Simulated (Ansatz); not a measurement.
Two isomers of C2H6OSi: A = `CC[Si]O`, B = `O=CC[SiH3]`.

Isolated molecules relaxed with PBE0-D4/def2-TZVP in Ansatz; ΔE leaves out vibrations. CBS: MP2 limit from def2 TZ/QZ plus the TZ coupled-cluster correction, frozen cores. DFT in def2-TZVPP. B3LYP here is the variant with VWN-RPA as its local correlation; programs differ in this. One conformer a species, not always the lowest.

(1) Which is lower in electronic energy at CCSD(T)/CBS, and by how much? (Estimate.)

(2) Give E(B) − E(A) in kcal/mol with PBE-D4, PBE0-D4, B2PLYP, B3LYP, BLYP-D4, CCSD(T)/def2-TZVPP, LDA (SPW92). (Estimate.)

(3) Does the order hold for the free energy at 298.15 K (harmonic terms from PBE0-D4)? (Estimate.)

Largest T1 diagnostic: 0.014.

## Answers

(1) Computed: A, by 17.9 kcal/mol.

(2) Ansatz gave: PBE-D4 16.2, PBE0-D4 16.4, B2PLYP 15.6, B3LYP 15.5, BLYP-D4 15.6, CCSD(T)/def2-TZVPP 16.5, LDA (SPW92) 19.8. None reverses the order clearly.

(3) Ansatz gave: Yes: G(B) − G(A) = +12.7 kcal/mol, for one conformer each.

From r2SCAN to r2SCAN0 (25 % exact exchange), in def2-TZVPP and without D4, E(B) − E(A) moves by +1.3 kcal/mol. Leaving LDA and LC-ωPBE aside and taking each functional with its dispersion term where it has one, the values, not all of them listed here, spread over 4.6 kcal/mol, from ωB97X-V to ωB97M-V. LDA lies +3.9 kcal/mol from PBE without D4.
